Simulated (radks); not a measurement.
Species: the copper ion Cu4+. Configuration: [Ne] 3s1.5 3p6 3d7 4d0.5 (fractional occupations, a model configuration).

Method: Dirac Kohn-Sham, exchange-only LDA, spin-unpolarised, spherical densities, finite nucleus; open shells fill j = l - 1/2 first; Fermi nuclear charge, rms radius 3.8823 fm; computed with a radial shooting solver on a logarithmic mesh with Libxc functionals.

Energy parts (hartree):
| part | energy |
|---|---|
| total | -1642.29729 |
| kinetic | 1671.93927 |
| electron-nucleus | -3895.98399 |
| Hartree | 641.72543 |
| exchange | -59.97800 |

Orbitals (lengths in bohr, moments of r in powers of bohr):
[
 {"orbital": "1s1/2", "occ.": "2", "eigenvalue (hartree)": "-327.4167", "<r^4>": "0.00003457", "small-component weight": "1.09e-02"},
 {"orbital": "2s1/2", "occ.": "2", "eigenvalue (hartree)": "-41.85578", "<r^4>": "0.007452", "small-component weight": "2.06e-03"},
 {"orbital": "2p1/2", "occ.": "2", "eigenvalue (hartree)": "-37.06858", "<r^4>": "0.005347", "small-component weight": "2.05e-03"},
 {"orbital": "2p3/2", "occ.": "4", "eigenvalue (hartree)": "-36.31722", "<r^4>": "0.005643", "small-component weight": "2.02e-03"},
 {"orbital": "3s1/2", "occ.": "1.5", "eigenvalue (hartree)": "-6.92828", "<r^4>": "0.4995", "small-component weight": "4.77e-04"},
 {"orbital": "3p1/2", "occ.": "2", "eigenvalue (hartree)": "-5.42424", "<r^4>": "0.6124", "small-component weight": "4.36e-04"},
 {"orbital": "3p3/2", "occ.": "4", "eigenvalue (hartree)": "-5.32205", "<r^4>": "0.6435", "small-component weight": "4.27e-04"},
 {"orbital": "3d3/2", "occ.": "4", "eigenvalue (hartree)": "-2.80682", "<r^4>": "1.256", "small-component weight": "3.27e-04"},
 {"orbital": "3d5/2", "occ.": "3", "eigenvalue (hartree)": "-2.79305", "<r^4>": "1.277", "small-component weight": "3.25e-04"},
 {"orbital": "4s1/2", "occ.": "0", "eigenvalue (hartree)": "-1.83757", "<r^4>": "23.22", "small-component weight": "9.54e-05"},
 {"orbital": "4p1/2", "occ.": "0", "eigenvalue (hartree)": "-1.47972", "<r^4>": "36.92", "small-component weight": "7.90e-05"},
 {"orbital": "4p3/2", "occ.": "0", "eigenvalue (hartree)": "-1.46622", "<r^4>": "38.19", "small-component weight": "7.80e-05"},
 {"orbital": "4d3/2", "occ.": "0.5", "eigenvalue (hartree)": "-0.95609", "<r^4>": "110.0", "small-component weight": "5.26e-05"},
 {"orbital": "4d5/2", "occ.": "0", "eigenvalue (hartree)": "-0.95452", "<r^4>": "110.7", "small-component weight": "5.26e-05"}
]

The highest occupied level is 4d3/2 at -26.017 eV. The configuration is held as typed, so some empty levels lie below it. The electron density at the nucleus is 2.201e+04 e/bohr^3. Summed over all electrons, <r^2> = 14.59 bohr^2, which gives a Langevin (diamagnetic) susceptibility term of -11.6 x 10^-6 cm^3/mol.
